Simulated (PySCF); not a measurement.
## Shieldings and the share of exact exchange

Molecule: SMILES C(O[SiH3])=C1CC1, C$_{4}$H$_{8}$OSi.

Atom-mapped SMILES (the numbers label the heavy atoms): `[SiH3:1][O:2][CH:3]=[C:4]1[CH2:5][CH2:6]1` (H(Xn): hydrogen on atom n).

GIAO shieldings (ppm, equivalent atoms averaged) in PySCF 2.14.0 with density-fitted response routines on the PBE0-D3(BJ)/def2-SVP geometry, basis pcSseg-1, gas phase, non-relativistic:

```csv
functional,exact exchange (%),σ(Si1),σ(O2),σ(C6),σ(C5)
BLYP,0,362.5,227.4,169.4,169.9
BP86,0,365.8,231.8,173.3,173.8
PBE,0,366.8,231.4,173.7,174.2
PBE0,25,382.3,248.1,179.5,180.2
mPW1PW91,25,381.2,247.6,178.5,179.2
BHandHLYP,50,393.9,260.0,181.1,182.0
HF,100,430.3,285.3,190.8,191.8
```

(1) Fit each shielding as a line in the percentage of exact exchange.

(2) What does the line predict for B3LYP (20 %), and what does the run give?

## Answers

(1) σ(Si1) = 364.9 + 0.64 x (rms 1.8 ppm); σ(O2) = 231.6 + 0.55 x (rms 2.2 ppm); σ(C6) = 172.8 + 0.18 x (rms 1.7 ppm); σ(C5) = 173.3 + 0.19 x (rms 1.7 ppm). The functionals also differ in their semilocal parts, which the line can't hold; Hartree–Fock has no correlation at all.

(2) σ(Si1): 377.7 predicted, 374.4 computed; σ(O2): 242.6 predicted, 241.7 computed; σ(C6): 176.4 predicted, 174.5 computed; σ(C5): 177.1 predicted, 175.3 computed ppm.
